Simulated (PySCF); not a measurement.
Bonds (- single, = double, # triple, : aromatic): C1=C2 1.330 Å, C2-C3 1.441 Å, C3=C4 1.320 Å, C4-C5 1.481 Å, C5-F6 1.347 Å, C5-F7 1.348 Å, C4-C2 1.440 Å. C1 carries H8, H9; C3 carries H10; C5 carries H11. H9 is cis to C3; H8 is trans to C3.

Geometry: PBE0-D3(BJ)/def2-SVP; GIAO absolute shieldings from PySCF 2.14.0 with density-fitted response routines, gas phase, non-relativistic, averaged over equivalent atoms.

At B97-2/pcSseg-1 (139 basis functions, 19 s wall time on 1 thread of an Arm Neoverse N1, shared host):
| atoms | σ (ppm) |
| --- | --- |
| C4 | 41.4 |
| C3 | 48.1 |
| C2 | 62.4 |
| C5 | 71.8 |
| C1 | 118.7 |
| F6/F7 | 316.1 |
| H10 | 23.36 |
| H11 | 24.81 |
| H8 | 27.33 |
| H9 | 27.36 |

Task: Estimate the result of repeating the calculation with PBE0/IGLO-III.

Result: 
```tsv
atoms	σ at PBE0/IGLO-III	change
C4	34.3	-7.1
C3	43.6	-4.5
C2	56.5	-5.9
C5	68.5	-3.3
C1	118.4	-0.3
F6/F7	312.6	-3.5
H10	23.26	-0.10
H11	24.70	-0.11
H8	27.53	+0.20
H9	27.55	+0.19
```

The largest change is at C4 (fully substituted alkene carbon). Cost: 285 basis functions, 62 s wall time on 1 thread of an Arm Neoverse N1, shared host. The order of the carbon signals is the same at both levels.
